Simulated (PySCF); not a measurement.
Deuteron quadrupole couplings in `C=C(C)c1ccc([O-])o1`

C7H7O2 (charge -1).
Structure used (GFN2-xTB), in Å, numbered top down from 1:
```xyz
16
C7H7O2 angstrom
C     -1.8883   -1.1819   -0.0601
C     -1.1213   -0.0876    0.1230
C     -1.7563    1.2702    0.2690
C      0.2982   -0.1111    0.1970
C      1.2189   -1.1407    0.1249
C      2.4888   -0.5965    0.2733
C      2.3367    0.7966    0.4380
O      3.1629    1.7035    0.6024
O      0.9845    1.0779    0.3889
H     -2.9634   -1.1137   -0.1052
H     -1.4641   -2.1650   -0.1657
H     -1.3830    1.9409   -0.5039
H     -1.4870    1.7048    1.2310
H     -2.8415    1.2060    0.1956
H      0.9771   -2.1798   -0.0200
H      3.4301   -1.1146    0.2680
```

Level: PBE0/pcSseg-1 (PySCF, non-relativistic); Q(2H) = 0.00286 b; rigid geometry, the same for H and D, with no vibrational averaging.

**Question.** Rank these positions by the coupling χzz of a deuteron there, largest first.
A. H14 (methyl hydrogen)
B. H16 (aromatic hydrogen)
C. H15 (aromatic hydrogen)

**Answer.** B (240 kHz), C (233 kHz), A (212 kHz).

**Question.** Give the electric field gradient Vzz (the principal value of largest size), its asymmetry and the 2H coupling at each hydrogen.

**Answer.** 
```
atom  bonded to  bond length (Å)  Vzz (au)     η  χzz (kHz)
 H10         C1            1.078    0.3488  0.12        234
 H11         C1            1.076    0.3518  0.11        236
 H12         C3            1.089    0.3141  0.02        211
 H13         C3            1.089    0.3139  0.02        211
 H14         C3            1.090    0.3161  0.02        212
 H15         C5            1.077    0.3463  0.05        233
 H16         C6            1.074    0.3567  0.10        240
```

**Question.** How does χzz go with the bond length over the 7 C–H bonds?

**Answer.** A straight-line fit has a slope of -18.4 kHz for each 0.01 Å, with a correlation coefficient of -0.99, over lengths from 1.074 to 1.090 Å. The longer bonds have the smaller couplings here.

Isolated species at its GFN2-xTB geometry (one conformer only). The pcSseg-1 basis has no diffuse functions, a weakness for an anion. The HOMO energy is positive at this level (+0.01 eV), so the outermost electrons may be held by the finite basis alone. GFN2-xTB bond lengths can be off by several hundredths of an ångström, more for odd bonds, and the gradients follow them. These gradients aren't converged with respect to the basis.

These values come from a run that also computed NMR shieldings. Time: 34 s of wall time (with the writing of density and orbital grids); peak memory 0.89 GiB. Hardware: Arm Neoverse V1, one thread, shared host with 64 logical CPUs at a one-minute load of 16.
